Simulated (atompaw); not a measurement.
vanadium: PAW (atompaw) pseudisation with PBE, scalar-relativistic reference atom.

| Property | Result |
| --- | --- |
| Element | vanadium |
| Generator | atompaw 4.2.0.5 |
| Type | PAW |
| Functional | PBE |
| Relativity | scalar-relativistic |
| Frozen core | [Ne] 3s2 |
| Valence charge | 11 |
| Reference configuration | 3p6 3d3 4s1 4p0 (charge +1) |
| Partial waves | 4s (bound): rc 2.25 bohr; 4s channel at 2.45 Ry: rc 2.25 bohr; 3p (bound): rc 1.25 bohr; 4p (bound, empty): rc 1.95 bohr; 3d (bound): rc 2.25 bohr; 3d channel at 2.3 Ry: rc 1.95 bohr |
| Local potential | bessel scheme, radius 2.00 bohr |
| Core correction | smooth core density matched at 1.55 bohr |
| Augmentation charge | sinc compensation charge, radius 1.75 bohr; PAW radius 2.25 bohr; waves and projectors: custom rrkj gramschmidtortho |

All-electron outer shells of the reference configuration (PBE, scalar-relativistic, ld1.x):

```tsv
shell	level (eV)	outermost node (bohr)	outermost maximum (bohr)
3s	-77.83	0.38	0.82
3p	-51.65	0.35	0.84
3d	-12.63	–	0.90
4s	-10.90	1.17	2.59
4p	-6.83	1.29	3.20
```

Calculated quality:

```
Cutoffs needed                                           : 50 Ry and 90 Ry (the cutoffs (Ry, on a coarse ladder) from which the occupation-weighted sum of valence levels, in a spherical-Bessel basis at the reference potential, stays within 10 and 1 mRy of its value at 400 Ry)
Ghost test                                               : no extra level below or beside the all-electron valence levels (s, p, d, f tested) (spherical-Bessel basis up to 400 Ry, 20 bohr box)
Lowest eigenvalue of the overlap operator                : 0.01 (p channel)
Overlap eigenvalues printed by atompaw (projector basis) : 0.0241, 0.0951, 2.31, 5.6, 6.73, 66.3
Share of each valence orbital outside the PAW sphere     : 4s 76 %, 3p 1 %, 4p 89 %, 3d 12 %
```

Generation and tests took about 4.5 s on one core of a shared server CPU.
